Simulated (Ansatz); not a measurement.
AlCl$_{3}$, charge +1, doublet, geometry from GFN2-xTB (such geometries of metal compounds can be far from the true shape) (a state made from the parent by changing its charge; the spin is typed, not shown lowest); SC-NEVPT2/6-31G, CASSCF(5,6) run with Ansatz (a quantum-chemistry and plane-wave program).

Ansatz was given this input:
Ansatz 0.2 input:
```yaml
crystal:
  periodic: [false, false, false]
  atoms:
    - {symbol: Al, position_ang: [0.00334141, -0.00370421, -0.00955233]}
    - {symbol: Cl, position_ang: [-1.71409108, -1.08604039, -0.17534565]}
    - {symbol: Cl, position_ang: [0.07426887, 1.90733811, -0.71055155]}
    - {symbol: Cl, position_ang: [1.63726701, -0.81846509, 0.89320192]}
basis:
  gaussian:
    orbitals: 6-31G
total_charge: 1
correlation: {method: sc_nevpt2, electrons: all, active_space: {window: {electrons: 5, orbitals: 6}}}
magnetization: {spin_polarized: false, initial_magnetization: 1}
```

### Question
Write the output that Ansatz gives for this input, abridged.

### Answer

```
Functional definition: HF
561 factors; integrals over basis functions are off by at most 5.1e-5 eV
mean field evaluation 1: about -44080.7865 eV, gradient 1.7e1 eV
mean field evaluation 2: about -44080.7929 eV, gradient 1.7e1 eV
mean field evaluation 4: about -44082.0079 eV, gradient 7.1e-1 eV
mean field evaluation 8: about -44082.0123 eV, gradient 6.3e-2 eV
mean field evaluation 16: about -44082.6451 eV, gradient 2.5e0 eV
mean field evaluation 32: about -44082.2282 eV, gradient 2.1e-4 eV
mean field evaluation 64: about -44082.1180 eV, gradient 3.8e0 eV
mean field evaluation 96: about -44081.6864 eV, gradient 6.8e-6 eV
mean field evaluation 128: about -44082.8114 eV, gradient 1.3e-4 eV
mean field evaluation 160: about -44082.8114 eV, gradient 5.1e-6 eV
mean field evaluation 192: about -44079.9426 eV, gradient 1.9e1 eV
mean field evaluation 224: about -44082.1272 eV, gradient 1.2e0 eV
mean field evaluation 256: about -44081.6780 eV, gradient 4.9e-2 eV
mean field -44082.81140921 eV, -1620.0134388857 hartree, gradient 2.9e-6 eV, S^2 0.750000; 22 other end points of the search recorded, 0 dependent functions left out
reference -44082.81140921 eV, -1620.0134388857 hartree; 32, 31 occupied and 20, 21 virtual orbitals, 561 factors
state -44083.45835339 eV, -1620.0372136459 hartree
state -44083.45835339 eV, -1620.0372136459 hartree; corrected -44086.91633940 eV, -1620.1642922879 hartree
state -44083.37410053 eV, -1620.0341174101 hartree
state -44083.37410053 eV, -1620.0341174101 hartree; corrected -44087.04424113 eV, -1620.1689925895 hartree
state -44083.37410053 eV, -1620.0341174101 hartree; corrected -44087.04424113 eV, -1620.1689925895 hartree
state -44083.34285647 eV, -1620.0329692122 hartree
state -44083.34285647 eV, -1620.0329692122 hartree; corrected -44086.82941005 eV, -1620.1610976929 hartree
state -44083.37410053 eV, -1620.0341174101 hartree; corrected -44087.04424113 eV, -1620.1689925895 hartree
WARN: the results are in doubt because another end's mean lies 0.084 eV lower, and its corrected mean 0.128 eV higher
Total energy: -44087.04424113 eV, -1620.1689925895 hartree
In doubt: another end's mean lies 0.084 eV lower, and its corrected mean 0.128 eV higher
```
